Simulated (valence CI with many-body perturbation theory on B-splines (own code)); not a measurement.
E1 line list for Hf²²⁺

Level of theory: configuration interaction combined with many-body perturbation theory (CI+MBPT): four valence electrons over a frozen Dirac-Fock core [Kr] 4d10, a basis of 7 s, 7 p, 7 d, 7 f, 4 g, 2 h functions for each j, with the one-electron correlation potential Σ1 (screened to all orders), the two-electron term Σ2, the three-electron term Σ3, Breit, model QED; selected single and double excitations, second order for the rest, scaled by the run's own slope (own B-spline code, finite nucleus).

No measured levels were compared; by estimate terms of the open shell hold to a few per cent of their energy, and close levels can change places.

Lines 51 to 100 of 357 in falling wavelength, among levels below 934940 cm⁻¹, chosen from the strongest by gf and those to the six lowest levels. Wavelengths and rates use the calculated energies, so an error of 2000 cm⁻¹ moves a line at 41.25 nm by 0.83 % and its rate by three times that or more. Electric multipoles are in the length gauge, E1 and E2 with the static RPA response of the core. Weak lines are less certain than strong ones. Lines between different terms over intervals too small for the method are left out, as are lines whose strength nearly cancels. Where a level lies close to another of its J and parity, the split of strength between their lines is uncertain. The highest levels of a list are the least certain.

Names give the largest LS component (configuration and term), which can be under half, so a name can repeat, a term be missing and a line seem to break the LS rules; names also repeat where a configuration has a term twice. Letters in brackets count levels of one name in rising energy.

```csv
λ vac (nm),Upper,Lower,A (s⁻¹),S (a.u.) with core polarisation,S without
41.25,4f3.5p 5I_5,4f3.5s 3I°_6 [b],4.98e+05,1.90e-04,2.44e-04
41.19,4f3.5p 5K_6,4f3.5s 3I°_5 [b],7.31e+05,3.28e-04,4.22e-04
41.09,4f3.5p 5K_7,4f3.5s 3L°_7 [b],8.10e+05,4.16e-04,5.33e-04
40.96,4f3.5p 5G_2,4f3.5s 3D°_2 [c],2.01e+05,3.40e-05,4.37e-05
40.82,4f3.5p 3H_4 [b],4f3.5s 3D°_3 [c],2.74e+06,8.27e-04,1.07e-03
40.82,4f3.5p 5K_7,4f3.5s 3L°_8,3.43e+06,1.73e-03,2.23e-03
40.80,4f3.5p 5G_2,4f3.5s 3D°_1 [c],9.19e+05,1.54e-04,1.99e-04
40.78,4f3.5p 5K_7,4f3.5s 3I°_7 [b],1.66e+05,8.32e-05,1.08e-04
40.77,4f3.5p 3H_4 [a],4f3.5s 3G°_3 [c],2.98e+06,8.97e-04,1.16e-03
40.70,4f3.5p 3D_1,4f3.5s 3D°_1 [d],6.15e+06,6.14e-04,7.93e-04
40.59,4f3.5p 5K_5,4f3.5s 3K°_6,3.22e+06,1.17e-03,1.51e-03
40.58,4f3.5p 5I_5,4f3.5s 3I°_5 [b],4.09e+05,1.48e-04,1.91e-04
40.44,4f3.5p 5H_6,4f3.5s 3I°_7 [b],1.98e+06,8.42e-04,1.08e-03
40.42,4f3.5p 3I_5,4f3.5s 3H°_4 [b],1.18e+06,4.23e-04,5.47e-04
40.35,4f3.5p 3I_5,4f3.5s 1I°_6,2.59e+06,9.25e-04,1.20e-03
40.21,4f3.5p 5K_5,4f3.5s 3H°_6 [a],6.20e+04,2.19e-05,2.82e-05
40.19,4f3.5p 3H_4 [a],4f3.5s 3G°_4 [a],6.79e+05,1.96e-04,2.52e-04
40.08,4f3.5p 3D_1,4f3.5s 3D°_1 [c],4.66e+06,4.44e-04,5.75e-04
40.04,4f3.5p 3H_4 [b],4f3.5s 3H°_4 [b],7.84e+05,2.24e-04,2.90e-04
39.90,4f3.5p 5K_6,4f3.5s 3L°_7 [a],2.67e+05,1.09e-04,1.41e-04
39.86,4f3.5p 3H_4 [a],4f3.5s 1H°_5 [a],7.48e+05,2.11e-04,2.71e-04
39.83,4f3.5p 5G_2,4f3.5s 3D°_2 [b],1.08e+07,1.69e-03,2.18e-03
39.82,4f3.5p 3H_4 [a],4f3.5s 3F°_4 [a],1.93e+05,5.42e-05,6.98e-05
39.76,4f3.5p 5H_6,4f3.5s 3G°_5 [c],1.06e+07,4.27e-03,5.52e-03
39.70,4f3.5p 5I_5,4f3.5s 3G°_4 [b],2.94e+07,9.98e-03,1.29e-02
39.57,4f3.5p 5K_5,4f3.5s 5G°_4,1.88e+06,6.34e-04,8.15e-04
39.46,4f3.5p 5I_5,4f3.5s 5G°_6,3.59e+05,1.20e-04,1.53e-04
39.43,4f3.5p 3H_4 [a],4f3.5s 3G°_3 [b],2.41e+07,6.56e-03,8.48e-03
39.30,4f3.5p 5K_7,4f3.5s 3I°_6 [b],4.38e+05,1.97e-04,2.55e-04
39.17,4f3.5p 3I_5,4f3.5s 5D°_4,1.22e+05,3.98e-05,5.18e-05
39.15,4f3.5p 3D_1,4f3.5s 3D°_2 [b],5.66e+06,5.03e-04,6.56e-04
39.11,4f3.5p 5G_2,4f3.5s 1D°_2 [a],2.85e+06,4.20e-04,5.43e-04
39.01,4f3.5p 3D_1,4f3.5s 5D°_0,3.42e+06,3.01e-04,3.90e-04
38.98,4f3.5p 5H_6,4f3.5s 3I°_6 [b],7.46e+05,2.84e-04,3.65e-04
38.90,4f3.5p 3I_5,4f3.5s 3G°_5 [c],6.54e+06,2.09e-03,2.69e-03
38.81,4f3.5p 3H_4 [b],4f3.5s 5D°_4,2.64e+05,6.85e-05,8.93e-05
38.77,4f3.5p 5G_2,4f3.5s 3D°_1 [b],1.19e+06,1.71e-04,2.21e-04
38.62,4f3.5p 5G_2,4f3.5s 3D°_3 [b],3.88e+05,5.52e-05,7.05e-05
38.60,4f3.5p 5K_6,4f3.5s 5G°_5,2.97e+06,1.10e-03,1.41e-03
38.59,4f3.5p 3I_5,4f3.5s 3F°_4 [b],1.00e+05,3.13e-05,4.01e-05
38.55,4f3.5p 5H_6,4f3.5s 3G°_5 [b],5.01e+06,1.84e-03,2.38e-03
38.46,4f3.5p 3D_1,4f3.5s 1D°_2 [a],2.01e+05,1.69e-05,2.25e-05
38.38,4f3.5p 5H_6,4f3.5s 3I°_5 [b],7.41e+05,2.69e-04,3.50e-04
38.33,4f3.5p 5K_6,4f3.5s 1H°_5 [a],4.71e+05,1.70e-04,2.19e-04
38.27,4f3.5p 3H_4 [a],4f3.5s 5F°_5,1.33e+06,3.30e-04,4.22e-04
38.16,4f3.5p 3I_5,4f3.5s 3I°_6 [b],3.83e+06,1.16e-03,1.49e-03
38.16,4f3.5p 5K_5,4f3.5s 5F°_4,6.81e+06,2.05e-03,2.64e-03
38.12,4f3.5p 3D_1,4f3.5s 3D°_1 [b],2.18e+07,1.79e-03,2.31e-03
38.10,4f3.5p 5I_5,4f3.5s 3G°_4 [a],3.60e+06,1.08e-03,1.40e-03
38.06,4f3.5p 5I_5,4f3.5s 5G°_5,2.69e+05,8.05e-05,1.07e-04
```
